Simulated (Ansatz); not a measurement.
The cluster Ga3N4⁻. The state is a singlet with charge -1. Geometry PBE-D4/def2-SVPD, basis def2-TZVPD, Ansatz.

```xyz
7

Ga    1.461   -0.738    0.966
Ga   -0.847    1.107   -1.293
Ga   -1.566   -0.944    0.830
N     0.821   -0.528   -1.270
N    -0.127   -1.157   -0.815
N     0.609    1.391    0.513
N    -0.351    0.869    1.069
```

| run | HOMO (eV) | LUMO (eV) |
| --- | --- | --- |
| A | 0.61 | 1.70 |
| B | 0.26 | 1.52 |
| C | -2.08 | 3.75 |
| D | 0.43 | 1.52 |
| E | -0.35 | 2.31 |

The structure comes from a short search, and lower isomers may exist.

Question: The runs used BLYP, PBE, PBE0, r2SCAN, ωB97M-V. Estimate which is which.

Answer: A BLYP (0 % exact exchange); B r2SCAN (0 % exact exchange); C ωB97M-V (range-separated); D PBE (0 % exact exchange); E PBE0 (25 % exact exchange). Exact exchange lowers occupied and raises empty levels; among semilocal functionals meta-GGAs tend to open the gap a little, and such runs are hard to tell apart. The gap grows from 1.09 eV (PBE) to 5.83 eV (ωB97M-V). The restricted singlet is unstable towards broken spin symmetry in Hartree–Fock (as tested in another run); at BLYP-D4/def2-TZVPD, r2SCAN-D4/def2-TZVPD, ωB97M-V/def2-TZVPD, PBE-D4/def2-TZVPD and others this wasn't settled. At BLYP-D4/def2-TZVPD, r2SCAN-D4/def2-TZVPD, PBE-D4/def2-TZVPD the highest occupied level of the charge -1 singlet lies above zero (up to 0.61 eV). The electron is either unbound and held by the finite basis, or the level is raised by self-interaction error.
